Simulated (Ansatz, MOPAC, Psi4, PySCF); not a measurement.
digermane (SMILES [GeH3][GeH3]) and CH4 (SMILES C) are pulled apart as rigid monomers along the line of their centres of mass, from the B3LYP-D3(BJ)/def2-TZVP minimum. Starting geometry (charge 0, multiplicity 1):
| atom | x (Å) | y (Å) | z (Å) |
|---|---|---|---|
| Ge | -0.1882 | -1.4085 | 0.6535 |
| Ge | -0.3699 | 0.9892 | 0.2595 |
| H | 0.1695 | -2.1320 | -0.6575 |
| H | -1.5251 | -1.9702 | 1.1695 |
| H | 0.9045 | -1.7129 | 1.6910 |
| H | 1.0286 | 1.6173 | 0.1209 |
| H | -1.1031 | 1.6820 | 1.4201 |
| H | -1.1531 | 1.2549 | -1.0389 |
| C | 0.4475 | 0.3352 | 4.1759 |
| H | -0.5694 | 0.2386 | 3.7983 |
| H | 0.8597 | -0.6541 | 4.3673 |
| H | 1.0624 | 0.8473 | 3.4371 |
| H | 0.4364 | 0.9118 | 5.0998 |

Interaction energies with rigid monomers; basis-set methods are counterpoise corrected unless marked otherwise.

Cores are frozen in the correlated methods. Filled d and f shells under p-block atoms count as core. The state reached by AM1 isn't checked.

Run with Ansatz (a program for electronic structure) with Gaussian orbitals; MOPAC for AM1 (differences of heats of formation); Psi4 for SAPT; PySCF for the dispersion terms. 

```tsv
Ge1···C9 (Å)	AM1 (meV)	B3LYP-D3(BJ)/def2-TZVPPD (meV)	B3LYP-D4/def2-TZVPPD (meV)	wB97X-V/def2-TZVPPD (meV)	SAPT0/aug-cc-pVDZ (meV)
3.60	35.5	[?]	-5.7	-12.0	[?]
3.98	12.2	-55.0	-46.9	-47.8	-42.4
4.55	3.8	-36.2	-33.1	-35.3	-31.4
5.52	0.2	-10.8	-9.5	-11.1	-11.0
7.08	-0.1	-2.6	-1.7	-2.1	-2.3
```

Q: Complete the blanks.

A: 
- 3.60, B3LYP-D3(BJ)/def2-TZVPPD (meV): -20.1
- 3.60, SAPT0/aug-cc-pVDZ (meV): -9.7
